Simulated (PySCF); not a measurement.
PySCF 2.14 output of an unrestricted r2SCAN0 calculation on a single atom or ion in x2c-TZVPPall with one added diffuse shell each of s, p, d, f type (9s7p7d3f1g, 95 functions), with scalar relativity by spin-free X2C-1e:

```
SCF conv_tol = 1e-09
number electrons alpha = 24  beta = 20
    M. Bursch, H. Neugebauer, S. Ehlert, and S. Grimme.,  J. Chem. Phys. 156, 134105 (2022)
cycle= 1 E= -4783.23629985476  delta_E= -0.0089  |g|= 0.0304  |ddm|= 0.292
cycle= 2 E= -4783.23647298111  delta_E= -0.000173  |g|= 0.00818  |ddm|= 0.086
cycle= 3 E= -4783.23648344915  delta_E= -1.05e-05  |g|= 0.0025  |ddm|= 0.0189
cycle= 4 E= -4783.23648528422  delta_E= -1.84e-06  |g|= 0.00117  |ddm|= 0.0105
cycle= 5 E= -4783.23648566368  delta_E= -3.79e-07  |g|= 9.7e-05  |ddm|= 0.00229
cycle= 6 E= -4783.23648567133  delta_E= -7.65e-09  |g|= 4.45e-06  |ddm|= 0.000815
cycle= 7 E= -4783.23648567135  delta_E= -1.55e-11  |g|= 4.14e-07  |ddm|= 6.11e-06
converged SCF energy = -4783.23648567135  <S^2> = 6.0019262  2S+1 = 5.0007704
```

The run itself started from symmetry-adapted Hartree-Fock orbitals and held the occupation by maximum overlap, on a logarithmic radial grid, so the iterations belong to that start.

Problem. Which element, charge and spin multiplicity is this?

Solution. Rh⁺ (rhodium, charge +1), multiplicity 5; the state was [Kr] 4d7 5s1, high-spin 5F determinant (an excited configuration).
